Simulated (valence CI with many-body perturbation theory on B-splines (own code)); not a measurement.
The numbers below are computed, except where a source is named.
## Level structure of Ge¹⁸⁺

Method: valence CI with perturbative core correlation (CI+MBPT): four valence electrons over a frozen Dirac-Fock core [Ne], a basis of 11 s, 11 p, 10 d, 8 f, 5 g, 2 h functions for each j, with the one-electron correlation potential Σ1 (screened to all orders), the two-electron term Σ2, the three-electron term Σ3, Breit, model QED; selected single and double excitations, second order for the rest, scaled by the run's own slope (own B-spline code, finite nucleus).

No measured levels were compared; by estimate levels of excited configurations hold to 0.05 to 0.15 % of their energy, terms of the ground configuration to about 0.5 %. Among the levels kept, up to 820 cm⁻¹ of a level comes from second order outside the variational space, and about a tenth of that is noise between levels of different J, which matters for small intervals.

Levels 1 to 45 of 172, with energies above the lowest level, 3s²3p² ³P_0. "Leading %" is the weight of the configuration and term that name the level; weights of strongly mixed levels are sums over their largest components and can fall short. In the jj column 3d3/2^4 stands for four electrons in 3d with j = 3/2.

```tsv
No.	Configuration	Term	J	E (cm⁻¹)	Leading %	g	Leading jj
1	3s²3p²	³P	0	0	88		3s^2 3p1/2^2 (89 %)
2	3s²3p²	³P	1	34061	97	1.500	3s^2 3p1/2 3p3/2 (97 %)
3	3s²3p²	³P	2	53464	70	1.357	3s^2 3p1/2 3p3/2 (83 %)
4	3s²3p²	¹D	2	108790	70	1.141	3s^2 3p3/2^2 (83 %)
5	3s²3p²	¹S	0	168330	87		3s^2 3p3/2^2 (88 %)
6	3s3p³	⁵S°	2	349260	94	1.972	3s 3p1/2 3p3/2^2 (47 %)
7	3s3p³	³D°	1	444340	76	0.619	3s 3p1/2^2 3p3/2 (48 %)
8	3s3p³	³D°	2	446250	74	1.227	3s 3p1/2 3p3/2^2 (57 %)
9	3s3p³	³D°	3	459460	88	1.332	3s 3p1/2 3p3/2^2 (88 %)
10	3s3p³	³P°	0	512080	90		3s 3p1/2 3p3/2^2 (90 %)
11	3s3p³	³P°	1	516170	78	1.402	3s 3p1/2 3p3/2^2 (64 %)
12	3s3p³	³P°	2	517970	51	1.343	3s 3p3/2^3 (35 %)
13	3s3p³	¹D°	2	563950	38	1.109	3s 3p3/2^3 (37 %)
14	3s3p³	³S°	1	618220	63	1.660	3s 3p1/2 3p3/2^2 (59 %)
15	3s²3p3d	³F°	2	628430	92	0.686	3s^2 3p1/2 3d3/2 (71 %)
16	3s²3p3d	³F°	3	647260	94	1.087	3s^2 3p1/2 3d5/2 (59 %)
17	3s3p³	¹P°	1	674870	55	1.310	3s 3p3/2^3 (58 %)
18	3s²3p3d	³F°	4	679680	98	1.249	3s^2 3p3/2 3d5/2 (98 %)
19	3s²3p3d	³P°	2	704570	47	1.292	3s^2 3p1/2 3d5/2 (74 %)
20	3s²3p3d	³D°	1	716420	53	0.865	3s^2 3p1/2 3d3/2 (72 %)
21	3s²3p3d	¹D°	2	741390	34	1.073	3s^2 3p3/2 3d3/2 (45 %)
22	3s²3p3d	³P°	0	746540	88		3s^2 3p3/2 3d3/2 (88 %)
23	3s²3p3d	³P°	1	752880	56	1.149	3s^2 3p3/2 3d3/2 (76 %)
24	3s²3p3d	³D°	3	752950	82	1.313	3s^2 3p3/2 3d5/2 (48 %)
25	3s²3p3d	³D°	2	759580	40	1.288	3s^2 3p3/2 3d5/2 (54 %)
26	3s²3p3d	¹F°	3	817490	92	1.013	3s^2 3p3/2 3d5/2 (42 %)
27	3s²3p3d	¹P°	1	839980	81	0.985	3s^2 3p3/2 3d5/2 (67 %)
28	3p⁴	³P	2	898720	49	1.404	3p1/2^2 3p3/2^2 (60 %)
29	3s3p²3d	⁵F	1	932240	79	0.276	3s 3p1/2^2 3d3/2 (50 %)
30	3p⁴	³P	0	939120	50		3p1/2^2 3p3/2^2 (41 %)
31	3p⁴	³P	1	939340	48	1.277	3p1/2 3p3/2^3 (48 %)
32	3s3p²3d	⁵F	2	939890	88	1.046	3s 3p1/2 3p3/2 3d3/2 (39 %)
33	3s3p²3d	⁵F	3	950940	84	1.284	3s 3p1/2 3p3/2 3d3/2 (40 %)
34	3p⁴	¹D	2	955020	51	1.093	3p1/2 3p3/2^3 (57 %)
35	3s3p²3d	⁵F	4	967590	89	1.361	3s 3p1/2 3p3/2 3d5/2 (71 %)
36	3s3p²3d	⁵D	0	978150	94		3s 3p1/2 3p3/2 3d3/2 (80 %)
37	3s3p²3d	⁵D	1	980100	91	1.461	3s 3p1/2 3p3/2 3d3/2 (63 %)
38	3s3p²3d	⁵D	2	981650	79	1.414	3s 3p1/2 3p3/2 3d3/2 (49 %)
39	3s3p²3d	⁵D	3	984450	66	1.415	3s 3p1/2 3p3/2 3d3/2 (38 %)
40	3s3p²3d	⁵F	5	986920	96	1.392	3s 3p1/2 3p3/2 3d5/2 (51 %)
41	3s3p²3d	⁵D	4	993880	69	1.429	3s 3p1/2 3p3/2 3d5/2 (54 %)
42	3s3p²3d	³F	2	1008000	86	0.718	3s 3p1/2 3p3/2 3d5/2 (38 %)
43	3s3p²3d	³F	3	1022600	77	1.152	3s 3p1/2 3p3/2 3d5/2 (47 %)
44	3s3p²3d	⁵P	3	1042300	83	1.625	3s 3p1/2 3p3/2 3d5/2 (47 %)
45	3s3p²3d	³F	4	1046200	69	1.297	3s 3p3/2^2 3d5/2 (76 %)
```

Names give the largest LS component (configuration and term), which can be under half, so a name can repeat, a term be missing and a line seem to break the LS rules; names also repeat where a configuration has a term twice.

The ionisation energy to 3s²3p ²P°1/2 of the next ion comes out as 704.56 eV (NIST: 706.7 ± 1 eV (semi-empirical), further off than twice its uncertainty). All 172 levels together are meant to be complete up to 1761500 cm⁻¹.
